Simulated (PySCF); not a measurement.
SMILES [GeH3][SiH2]C#C (C₂H₆GeSi) at its CAM-B3LYP/def2-SVP optimised geometry (Å):

```
10

C      2.1513    -1.1009     0.0003
C      0.9401    -1.1368     0.0000
Si    -0.8965    -1.1368     0.0000
Ge    -1.6889     1.1100     0.0000
H      3.2262    -1.0740     0.0005
H     -1.3829    -1.8543     1.2093
H     -1.3830    -1.8543    -1.2092
H     -1.1897     1.8543    -1.2472
H     -1.1907     1.8540     1.2478
H     -3.2262     1.1339    -0.0006
```

Method: CAM-B3LYP/def2-TZVP run with PySCF. Cells within 0.4 Å of a nucleus heavier than hydrogen are left out (blank, or x).

Map of the deformation density (molecule minus spherical neutral atoms) (e/bohr³) on the plane z = 0.0 Å:

```
|1111111111111111111111111|
|1111111111111111111111111|
|1111111111111111111111111|
|1111111111111111111111111|
|1111111111111111111111111|
|1111111111111111111111111|
|1111111111111111111111111|
|1111111001111111111111111|
|1111111111111111111111111|
|11111341x0101111111111111|
|11111441xx101111111111111|
|1111112112211111111111111|
|1111111124311111111111111|
|1111111113211102201101111|
|1111111000x146x9xx7500111|
|1111111000x145x98x5300111|
|1111111101001102201101111|
|1111111111000111111111111|
|1111111111111111111111111|
|1111111111111111111111111|
|1111111111111111111111111|
|1111111111111111111111111|
|1111111111111111111111111|
|1111111111111111111111111|
|1111111111111111111111111|
```
Scale: ten equal steps from -0.019 (start of '0') to 0.116 (end of '9'), in the order '0123456789'; x runs from -5.50 to 5.50, y from -5.50 (bottom) to 5.50 (top).
